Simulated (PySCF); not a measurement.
C2H6FGaO, SMILES [CH2]([Ga]([OH])[F])C.

The structure is a stationary point at PBE0-D3(BJ)/def2-SVP. The structure was generated by enumeration; whether it is a known compound was not checked. Other conformers were not sampled.

All values below come from PySCF with PBE/def2-TZVP.

Gas-phase values at a fixed geometry.

Computed frontier levels, gap, dipole moment and polarisability:
```
Property                                                                                                        Value
---------------------------------------------------------------------------------------------  ----------------------
highest occupied level                                                                                       -6.98 eV
lowest empty level                                                                                           -1.38 eV
orbital gap                                                                                                   5.60 eV
dipole moment                                                                                               0.848 e·Å
quadrupole, principal values (traceless, Buckingham form, about the centre of nuclear charge)   -6.45, 1.06, 5.39 D·Å
mean static polarisability                                                                       55.3 bohr³ (8.19 Å³)
polarisability, principal values                                                               43.9, 56.0, 65.9 bohr³
```
